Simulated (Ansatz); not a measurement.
B(NMe2Et)H3 (C₄H₁₄BN). Charge 0, multiplicity 1. Geometry PBE-D4/def2-SVP; atoms count from 1.

```xyz
20

B    -0.3942    0.7893   -1.4432
C     0.3788   -1.5731   -0.9067
C     1.5477    0.2624    0.1450
C    -0.7183   -0.3730    0.8781
C    -1.0395    0.9080    1.6310
N     0.2169   -0.2289   -0.2939
H     0.7746   -2.2971   -0.1629
H     1.0685   -1.4925   -1.7652
H    -0.6045   -1.9138   -1.2778
H     1.4446    1.2787    0.5615
H     1.9888   -0.4187    0.9037
H     2.2066    0.3189   -0.7399
H    -1.6484   -0.8049    0.4594
H    -0.2744   -1.1291    1.5652
H    -1.7623    0.6706    2.4370
H    -1.4924    1.6618    0.9604
H    -0.1473    1.3562    2.1126
H     0.3711    0.6846   -2.4054
H    -0.3850    1.9265   -0.9727
H    -1.5312    0.3741   -1.6863
```

Another isomer (singlet) lies 1.23 eV lower at PBE0-D4/def2-TZVP; other spin states weren't run for this one.

Q: Estimate the Mulliken populations from the PBE0/def2-TZVP orbitals of Ansatz.

A: 
```csv
atom,charge (e)
B1,-0.39
C2,-0.29
C3,-0.32
C4,-0.13
C5,-0.42
N6,0.07
H7,0.13
H8,0.16
H9,0.16
H10,0.16
H11,0.13
H12,0.16
H13,0.14
H14,0.11
H15,0.13
H16,0.18
H17,0.13
H18,-0.04
H19,-0.04
H20,-0.03
```
Mulliken values and Mayer orders depend strongly on the basis.

Q: And the Mayer bond orders between bonded heavy atoms (over 0.3)?

A: B1–N6 0.74 (1.65 Å); C2–N6 0.95 (1.49 Å); C3–N6 0.94 (1.48 Å); C4–C5 1.01 (1.52 Å); C4–N6 0.91 (1.51 Å).
